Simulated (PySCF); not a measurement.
Computed properties of CH4Cl2Ge, SMILES [GeH]([Cl])([CH3])[Cl]

CH4Cl2Ge, SMILES [CH3][GeH]([Cl])[Cl]. The structure is a stationary point at r2SCAN-D4/def2-SVP. The values are those of a single conformer. All values are computed for the isolated molecule unless a solvent is named; none is compared with measurement here.

**Structure.** The optimised structure has Cs symmetry. All 18 harmonic modes at r2SCAN-D4/def2-SVP (PySCF) are real, so it is a minimum. With heavy atoms numbered as in [GeH:1]([CH3:2])([Cl:3])[Cl:4], the shortest bond between them is Ge1–C2 at 1.931 Å and the longest Ge1–Cl4 at 2.163 Å.

**Vibrations.** The strongest infrared lines (harmonic, unscaled, degenerate partners summed) lie at 2177 cm⁻¹ (100 km/mol, H 99 %), 430 cm⁻¹ (80 km/mol, Cl 62 %, Ge 38 %), 814 cm⁻¹ (78 km/mol, H 80 %, C 18 %). The softest mode is at 117 cm⁻¹ and the zero-point energy is 29.7 kcal/mol.

**Electronic structure.** ωB97X/def2-TZVP (PySCF) places the frontier levels at -11.15 and 1.70 eV, a gap of 12.85 eV, and gives a dipole moment of 2.82 D and a mean polarisability of 63.6 bohr³. PBE/def2-TZVP (PySCF) at the same geometry gives -7.39 and -1.43 eV, so its gap is 6.89 eV narrower. An orbital gap is neither the optical nor the fundamental gap.

**Excitations.** TDA-CAM-B3LYP/def2-SVPD (PySCF) has S1 at 6.98 eV (178 nm, f = 0.039, weak); the most intense of the 10 singlets computed lies at 8.65 eV (f = 0.10). T1 (TDA) is at 6.40 eV, 0.58 eV under S1. TDA-PBE/def2-SVPD (PySCF) puts S1 at 6.10 eV. No vertical singlet excitation falls in the visible range (under 3.1 eV).

**NMR.** GIAO shifts at KT2/pcSseg-1 (PySCF) (non-relativistic, atoms alike by connectivity averaged): ¹³C at 14.5 ppm against TMS; ¹H from 1.4 to 6.8 ppm against TMS. Without spin–orbit terms, shifts of atoms bonded to Cl or Br come out too high.
